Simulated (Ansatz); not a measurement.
The molecule SiSe+, multiplicity 2 (lowest of 2S+1 = 2, 4 at CCSD(T)/def2-TZVPP on PBE0 minima; our sources give no spin for the ground state, which may be another). No spin–orbit coupling. Se is treated without relativity.

The constants come from a fifth-degree fit in 1/R (seven points, main isotopes). Runs in def2 and cc sets follow the lowest solution found near the PBE0 minimum.

Programs: Ansatz (Gaussian orbitals). Each number belongs to the level named beside it.

Energies at wB97X-V/def2-TZVPP:

```csv
R (Å),E (hartree)
2.050758,-2690.41845499
2.105886,-2690.42358639
2.156604,-2690.42576617
2.213937,-2690.42586077
2.271270,-2690.42393896
2.337423,-2690.41976896
2.414603,-2690.41292272
```

**Question.** With a reduced mass of 20.7225 u, find the minimum, the force constant and the constants.

**Answer.** A fifth-degree polynomial in 1/R puts the minimum at r_e = 2.1871 Å with force constant 297 N/m. Then ω_e = (1/2πc)√(k/μ) = 493 cm⁻¹ and B_e = h/(8π²cμr_e²) = 0.1701 cm⁻¹; the cubic and quartic terms give α_e = 0.00068 and ω_e x_e = 1.3 cm⁻¹.

Ansatz is a program for electronic structure.
